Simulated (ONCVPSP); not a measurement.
**Transferability test, ONCV potential for Eu (Z = 63)**

ONCVPSP 4.0.1 input, shortened (lines: element, Z, core and valence counts, functional; n l f; lmax; l rc ep ncon nbas qcut; lloc lpopt rc5 dvloc0; l nproj debl; icmod fcfact rcfact), PBEsol, scalar-relativistic:

```
  Eu 63.00   10    4  -116133      upf
    1    0    2.00
    2    0    2.00
    2    1    6.00
    3    0    2.00
    3    1    6.00
    3    2   10.00
    4    0    2.00
    4    1    6.00
    4    2   10.00
    4    3    6.00
    5    0    2.00
    5    1    6.00
    5    2    1.00
    6    0    1.50
    3
    0    2.05    0.00    3    6    7.70
    1    2.05    0.00    3    7    5.30
    2    3.25    0.00    4    8    4.70
    3    3.20    0.33    3    6    3.60
    4    5    1.55    3.00
    0    3    1.50
    1    1    1.40
    2    2    3.70
    3    2    0.80
    2    0.50    0.75
```

Energies are relative to the spin-unpolarised reference configuration 5s2 5p6 5d1 6s1.5; without spin polarisation the order of configurations can differ from experiment.

| valence configuration | charge | ΔE all-electron (eV) | error AE − PS (meV) |
| --- | --- | --- | --- |
| 5s2 5p6 5d1 6s2 | 0 | -2.653 | +0.9 |
| 5s2 5p6 5d1 6s1 | +1 | 3.926 | -0.5 |
| 5s1 5p6 5d1 6s2 | +1 | 51.121 | -260 |

Q: What are ΔE and the potential's error for 5s2 5p6 5d1 6s0?

A: ΔE = 15.809 eV all-electron; the error (AE − PS) is +9.4 meV.

Levels in the configuration 5s2 5p6 5d1 6s1:

```
level  all-electron (eV)  pseudo (eV)
   5s            -54.543      -54.565
   5p            -32.929      -32.945
   5d             -8.490       -8.493
   6s             -9.169       -9.167
```

Note: no bound ghost flagged; GHOST(+) flagged for d at 86.4 eV, s at 282.3 eV.
